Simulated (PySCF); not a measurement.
**Radial density of Te³⁺ (tellurium, charge +3)**

M06-L, [Kr] 4d10 5s2 5p1, 2P determinant. Calculation: PySCF 2.14, in aug-cc-pwCVDZ-PP with ECP28MDF (6s5p4d1f, 48 functions); scalar relativity through the core potential. This is the valence pseudo-density: the core potential removes the inner electrons and smooths the orbitals near the nucleus.

| r (bohr) | 4πr²ρ (e/bohr) | 4πr²(ρα − ρβ) |
| --- | --- | --- |
| 0.00207 | 1.964e-05 | 0.0000 |
| 0.00348 | 5.481e-05 | 0.0000 |
| 0.00586 | 0.0001492 | 0.0000 |
| 0.00986 | 0.0003801 | 0.0000 |
| 0.0166 | 0.0008260 | 0.0000 |
| 0.0279 | 0.001369 | 0.0000 |
| 0.0469 | 0.001883 | 0.0000 |
| 0.0789 | 0.003001 | 0.0000 |
| 0.133 | 0.01985 | 0.0001 |
| 0.223 | 0.2507 | 0.0011 |
| 0.375 | 3.983 | 0.0258 |
| 0.632 | 23.54 | 0.1259 |
| 1.06 | 15.41 | 0.0092 |
| 1.79 | 3.327 | 0.5940 |
| 3.01 | 0.5227 | 0.2392 |
| 5.06 | 0.007574 | 0.0059 |
| 8.50 | 5.467e-05 | 0.0000 |

Energies and moments cover only the electrons outside the core potential.
